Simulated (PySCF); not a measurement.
Cl2CrO2, singlet, geometry from GFN2-xTB (such geometries of metal compounds can be far from the true shape); PBE0/STO-3G in PySCF.

Here is a job for PySCF.
```python
from pyscf import gto, scf, dft

mol = gto.M(
    atom='''
Cr    0.36161990   -0.06306063    0.11655214
O     1.44045237   -0.59234025   -0.86408389
O     0.79045337    0.20330658    1.58311746
Cl   -0.38616068    1.66825371   -0.64495912
Cl   -1.17419951   -1.39615227    0.14204619
''',
    basis='sto-3g',
    verbose=4,
)

mf = dft.RKS(mol)
mf.xc = 'pbe0'
mf.diis_space = 2
mf.kernel()
mf.analyze()
```

Output, abridged:

```
PySCF version 2.14.0

[INPUT] verbose = 4
[INPUT] num. atoms = 5
[INPUT] num. electrons = 74
[INPUT] charge = 0
[INPUT] spin (= nelec alpha-beta = 2S) = 0
[INPUT] symmetry False subgroup None
[INPUT] Mole.unit = angstrom
[INPUT] Symbol           X                Y                Z      unit          X                Y                Z       unit  Magmom
[...]
nuclear repulsion = 501.758778272417
number of shells = 24
number of NR pGTOs = 138
number of NR cGTOs = 46
basis = sto-3g
ecp = {}

******** <class 'pyscf.dft.rks.RKS'> ********
method = RKS
initial guess = minao
damping factor = 0
level_shift factor = 0
DIIS = <class 'pyscf.scf.diis.CDIIS'>
diis_start_cycle = 1
diis_space = 2
diis_damp = 0
SCF conv_tol = 1e-09
SCF conv_tol_grad = None
SCF max_cycles = 50
direct_scf = True
direct_scf_tol = 1e-13
XC library pyscf.dft.libxc version 7.1.2
    S. Lehtola, C. Steigemann, M. J. T. Oliveira, and M. A. L. Marques,  SoftwareX 7, 1–5 (2018)
XC functionals = pbe0
    C. Adamo and V. Barone,  J. Chem. Phys. 110, 6158 (1999)
    M. Ernzerhof and G. E. Scuseria,  J. Chem. Phys. 110, 5029 (1999)
radial grids:
    Treutler-Ahlrichs [JCP 102, 346 (1995); DOI:10.1063/1.469408] (M4) radial grids

becke partition: Becke, JCP 88, 2547 (1988); DOI:10.1063/1.454033
pruning grids: <function nwchem_prune>
grids dens level: 3
symmetrized grids: False
atomic radii adjust function: <function treutler_atomic_radii_adjust>
small_rho_cutoff = 0
Set gradient conv threshold to 3.16228e-05
Initial guess from minao.
tot grids = 86832
init E= -2090.88418518746
[...]
cycle= 1 E= -2090.81374404231  delta_E= 0.0704  |g|= 2.05  |ddm|= 3.62

WARN: HOMO -0.134889755467943 == LUMO -0.134632494839078

cycle= 2 E= -2074.7857991534  delta_E=   16  |g|= 5.62  |ddm|= 6.78
[...]
cycle= 3 E= -2091.13783987644  delta_E= -16.4  |g|=  1.7  |ddm|= 6.75
[...]
cycle= 4 E= -2091.19598516131  delta_E= -0.0581  |g|= 1.74  |ddm|= 0.798
[...]
cycle= 5 E= -2075.74395814388  delta_E= 15.5  |g|= 5.85  |ddm|= 6.43
[...]
cycle= 6 E= -2091.47848036661  delta_E= -15.7  |g|= 1.28  |ddm|=  6.5
[...]
cycle= 7 E= -2091.48887855824  delta_E= -0.0104  |g|=  1.4  |ddm|= 1.09
[...]
cycle= 8 E= -2079.57924577938  delta_E= 11.9  |g|= 5.84  |ddm|= 5.38
[...]
cycle= 9 E= -2091.65249267842  delta_E= -12.1  |g|= 0.957  |ddm|= 5.46
[...]
cycle= 10 E= -2091.67241470466  delta_E= -0.0199  |g|= 1.06  |ddm|= 1.42
[...]
cycle= 11 E= -2082.83097475186  delta_E= 8.84  |g|=  5.8  |ddm|= 4.61
[...]
cycle= 12 E= -2091.70105303478  delta_E= -8.87  |g|= 0.741  |ddm|= 4.71
[...]
cycle= 13 E= -2091.65240391378  delta_E= 0.0486  |g|= 0.967  |ddm|= 2.24
[...]
cycle= 14 E= -2090.02763337005  delta_E= 1.62  |g|= 3.41  |ddm|= 2.33
[...]
cycle= 15 E= -2090.91750292983  delta_E= -0.89  |g|= 2.02  |ddm|= 3.12
[...]
cycle= 16 E= -2089.45549042287  delta_E= 1.46  |g|= 2.69  |ddm|= 4.12
[...]
cycle= 17 E= -2083.17131702493  delta_E= 6.28  |g|= 5.78  |ddm|= 5.57
[...]
cycle= 18 E= -2083.41150694372  delta_E= -0.24  |g|= 5.61  |ddm|= 6.04
[...]
cycle= 19 E= -2081.19329333844  delta_E= 2.22  |g|= 7.34  |ddm|= 8.68
[...]
cycle= 20 E= -2080.04309247986  delta_E= 1.15  |g|= 6.37  |ddm|= 10.6
[...]
cycle= 21 E= -2075.19535349112  delta_E= 4.85  |g|= 5.81  |ddm|= 11.3
[...]
cycle= 22 E= -2079.70769220021  delta_E= -4.51  |g|= 7.99  |ddm|= 9.51
[...]
cycle= 23 E= -2078.14378434527  delta_E= 1.56  |g|= 5.89  |ddm|= 11.1
[...]
cycle= 24 E= -2074.96230946823  delta_E= 3.18  |g|= 5.41  |ddm|= 12.5
[...]
cycle= 25 E= -2081.98543948715  delta_E= -7.02  |g|= 6.87  |ddm|= 9.36
[...]
cycle= 26 E= -2075.11574688219  delta_E= 6.87  |g|= 6.29  |ddm|= 11.1
[...]
cycle= 27 E= -2077.0158317328  delta_E= -1.9  |g|= 5.73  |ddm|= 12.2
[...]
cycle= 28 E= -2080.35138637666  delta_E= -3.34  |g|= 7.66  |ddm|= 9.33
[...]
cycle= 29 E= -2073.93473987942  delta_E= 6.42  |g|= 6.41  |ddm|= 11.2
[...]
cycle= 30 E= -2083.45787676804  delta_E= -9.52  |g|=  4.8  |ddm|= 12.3
[...]
cycle= 31 E= -2086.04656616599  delta_E= -2.59  |g|= 4.37  |ddm|= 7.84
[...]
cycle= 32 E= -2068.86960798828  delta_E= 17.2  |g|=  5.8  |ddm|= 10.6
[...]
cycle= 33 E= -2087.3261940978  delta_E= -18.5  |g|= 3.66  |ddm|= 11.5
[...]
cycle= 34 E= -2086.70674882616  delta_E= 0.619  |g|= 3.93  |ddm|= 6.11
[...]
cycle= 35 E= -2069.7079295684  delta_E=   17  |g|= 5.84  |ddm|= 10.4
[...]
cycle= 36 E= -2084.50276743601  delta_E= -14.8  |g|= 5.26  |ddm|= 11.1
[...]
cycle= 37 E= -2080.94343456343  delta_E= 3.56  |g|= 7.37  |ddm|= 8.13
[...]
cycle= 38 E= -2071.64218635786  delta_E=  9.3  |g|= 6.29  |ddm|= 11.4
[...]
cycle= 39 E= -2087.64677628988  delta_E=  -16  |g|= 2.84  |ddm|=   12
[...]
cycle= 40 E= -2091.6900130585  delta_E= -4.04  |g|= 0.905  |ddm|= 5.93
[...]
cycle= 41 E= -2086.2904138718  delta_E=  5.4  |g|= 5.08  |ddm|= 3.98
[...]
cycle= 42 E= -2091.76094373268  delta_E= -5.47  |g|= 0.705  |ddm|= 3.34
[...]
cycle= 43 E= -2091.76260296984  delta_E= -0.00166  |g|= 0.68  |ddm|= 1.97
[...]
cycle= 44 E= -2091.90631412164  delta_E= -0.144  |g|= 0.323  |ddm|= 1.11
[...]
cycle= 45 E= -2091.53469580597  delta_E= 0.372  |g|= 1.35  |ddm|= 1.07
[...]
cycle= 46 E= -2091.92101847123  delta_E= -0.386  |g|= 0.139  |ddm|= 0.969
[...]
cycle= 47 E= -2091.9237708635  delta_E= -0.00275  |g|= 0.0595  |ddm|= 0.0576
[...]
cycle= 48 E= -2091.92380328529  delta_E= -3.24e-05  |g|= 0.0443  |ddm|= 0.0975
[...]
cycle= 49 E= -2091.92402269431  delta_E= -0.000219  |g|= 0.0424  |ddm|= 0.0929
[...]
cycle= 50 E= -2091.91740901317  delta_E= 0.00661  |g|= 0.201  |ddm|= 0.137
SCF not converged.
SCF energy = -2091.91740901317
**** SCF Summaries ****
Total Energy =                       -2091.917409013167344
Nuclear Repulsion Energy =             501.758778272416976
One-electron Energy =                -3882.044487092942290
Two-electron Energy =                 1288.368299807358426
Two-electron Coulomb Energy =         1409.551343558934150
DFT Exchange-Correlation Energy =     -121.183043751575809
HOMO-LUMO gap [eV] =                     5.123033302277312
**** MO energy ****
[...]
 ** Mulliken pop on meta-lowdin orthogonal AOs  **
 ** Mulliken pop  **
 ** Mulliken atomic charges  **
charge of    0Cr =      1.32341
charge of    1O =     -0.28865
charge of    2O =     -0.28918
charge of    3Cl =     -0.37279
charge of    4Cl =     -0.37279
Dipole moment(X, Y, Z, Debye):  1.49823, -0.26214,  0.47948
```

Convergence was not reached.
